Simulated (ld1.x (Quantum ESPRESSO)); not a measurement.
**u(r) = r·R(r): atom against pseudo-atom (Cr (Z = 24))**

Columns: radius, all-electron u(r) and pseudo u(r) of the 4p shell (level -0.99 eV) of chromium in the configuration [Ne] 3s2 3p6 3d5 4s1 4p0; PBE, scalar-relativistic, PAW scheme, ld1.x (Quantum ESPRESSO) 7.5.

| r (bohr) | all-electron | pseudo |
| --- | --- | --- |
| 0.178 | 0.0844 | -0.0530 |
| 0.356 | -0.0249 | -0.1774 |
| 0.534 | -0.1247 | -0.2932 |
| 0.712 | -0.1514 | -0.3302 |
| 0.890 | -0.1232 | -0.2710 |
| 1.068 | -0.0670 | -0.1529 |
| 1.246 | -0.0006 | -0.0312 |
| 1.424 | 0.0663 | 0.0617 |
| 1.602 | 0.1289 | 0.1289 |
| 1.780 | 0.1856 | 0.1856 |
| 1.958 | 0.2356 | 0.2356 |
| 2.136 | 0.2790 | 0.2790 |
| 2.314 | 0.3164 | 0.3164 |
| 2.492 | 0.3480 | 0.3480 |
| 2.670 | 0.3744 | 0.3744 |
| 2.848 | 0.3960 | 0.3960 |
| 3.026 | 0.4132 | 0.4132 |
| 3.204 | 0.4265 | 0.4265 |
| 3.382 | 0.4362 | 0.4362 |
| 3.560 | 0.4427 | 0.4427 |
| 3.738 | 0.4465 | 0.4465 |
| 3.916 | 0.4478 | 0.4478 |
| 4.094 | 0.4469 | 0.4469 |
| 4.272 | 0.4443 | 0.4443 |
| 4.450 | 0.4401 | 0.4401 |
| 4.628 | 0.4346 | 0.4346 |

Task: How many radial nodes do the two functions have?

Result: The all-electron 4p function has n − l − 1 = 2; the pseudo-wave has 1, since 1 lower shell of the same l stays in the valence.

Task: At about which radius was the pseudo-wave matched?

Result: 1.70 bohr, where the columns begin to agree (steps of 0.18 bohr).

Task: Is the pseudo-wave norm-conserving?

Result: No, it belongs to a PAW set: the norm inside the radius is not constrained, and the difference is carried by the augmentation charge.
